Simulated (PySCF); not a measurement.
Bonds (- single, = double, # triple, : aromatic): O1=C2 1.204 Å, C2-C3 1.471 Å, C3:C4 1.397 Å, C4:C5 1.379 Å, C5:C6 1.387 Å, C6:C7 1.384 Å, C7:C8 1.386 Å, C8-Cl9 1.726 Å, C8:C3 1.398 Å. C2 carries H10; C4 carries H11; C5 carries H12; C6 carries H13; C7 carries H14.

Computed data (PySCF 2.14.0 with density-fitted response routines): shieldings: GIAO PBE0/pcSseg-1, geometry: GFN2-xTB. In vacuum, relativity neglected, one computed conformer.

Question: List the cross peaks expected in HSQC, COSY and HMBC spectra.

Answer: 

HSQC (one-bond C–H):
```
         δH          δC
10.79 (H10)  193.9 (C2)
 8.48 (H11)  136.7 (C4)
 7.79 (H13)  140.9 (C6)
 7.71 (H14)  136.5 (C7)
 7.66 (H12)  132.5 (C5)
```

COSY cross peaks (H two or three bonds apart, from the bond graph; peaks can be absent where the dihedral angle is near 90°):
```
        δH          δH
8.48 (H11)  7.66 (H12)
7.79 (H13)  7.71 (H14)
7.79 (H13)  7.66 (H12)
```

HMBC (two and three bonds, from the bond graph):
```
         δH                                                          δC
10.79 (H10)                          151.1 (C8), 136.7 (C4), 135.8 (C3)
 8.48 (H11)  193.9 (C2), 151.1 (C8), 140.9 (C6), 135.8 (C3), 132.5 (C5)
 7.79 (H13)              151.1 (C8), 136.7 (C4), 136.5 (C7), 132.5 (C5)
 7.71 (H14)              151.1 (C8), 140.9 (C6), 135.8 (C3), 132.5 (C5)
 7.66 (H12)              140.9 (C6), 136.7 (C4), 136.5 (C7), 135.8 (C3)
```

References, each an isolated molecule treated in the same way: 1H (σ = 31.72 ppm), 13C (σ = 186.93 ppm) against TMS.

Carbons that carry Cl, above all several Cl atoms, come out too deshielded, partly because spin–orbit coupling is missing. Shifts are as computed. Against solution values, carbons near 30 ppm lie about +3 ppm off and those near 130 ppm about +5 ppm; carbons on Cl a further +6 ppm. Of 1309 compounds with measured shifts, 239 miss one by over three times the rms of a fit or turn the order of signals round; such compounds aren't used in these exercises.
